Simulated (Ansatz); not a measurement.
`[F][Ge]([F])([F])[I]` and `O=C=[N][Ge]([F])([F])[F]` differ in one atom or group.

Ansatz, PBE0-D4/def2-TZVP geometries, multiplicity 1. Each molecule was computed in one conformer, which needn't be the lowest.

Elements past krypton have def2 core potentials. Scalar relativity is left out up to krypton.

```json
{"property": "HOMO–LUMO gap (PBE0/def2-TZVPP) / eV", "`[F][Ge]([F])([F])[I]`": "6.59"}
{"property": "HOMO energy (PBE/def2-TZVPP) / eV", "`[F][Ge]([F])([F])[I]`": "-7.71"}
{"property": "LUMO energy (PBE0/def2-TZVPP) / eV", "`[F][Ge]([F])([F])[I]`": "-2.35"}
{"property": "HOMO–LUMO gap (PBE/def2-TZVPP) / eV", "`[F][Ge]([F])([F])[I]`": "4.43"}
{"property": "LUMO energy (PBE/def2-TZVPP) / eV", "`[F][Ge]([F])([F])[I]`": "-3.28"}
{"property": "HOMO–LUMO gap (B3LYP/def2-TZVPP) / eV", "`[F][Ge]([F])([F])[I]`": "6.01"}
```

(1) Give the same properties after the change, and the shifts. (Estimate.)

Answers

(1) Ansatz gave: 
```tsv
property	`O=C=[N][Ge]([F])([F])[F]`	shift
HOMO–LUMO gap (PBE0/def2-TZVPP) / eV	8.59	2.00
HOMO energy (PBE/def2-TZVPP) / eV	-8.46	-0.75
LUMO energy (PBE0/def2-TZVPP) / eV	-1.38	0.97
HOMO–LUMO gap (PBE/def2-TZVPP) / eV	5.96	1.53
LUMO energy (PBE/def2-TZVPP) / eV	-2.50	0.78
HOMO–LUMO gap (B3LYP/def2-TZVPP) / eV	7.94	1.93
```

With PBE0 the HOMO falls by 1.03 eV and the LUMO rises by 0.97 eV, so the gap widens by about 2.00 eV. PBE moves the HOMO by -0.75 eV and ωB97M-V by -1.13 eV.

B3LYP here is the variant with VWN-RPA as its local correlation; programs differ in this.

Spin–orbit coupling is left out; it splits and shifts lone-pair levels of the heavy atoms by tenths of an eV.
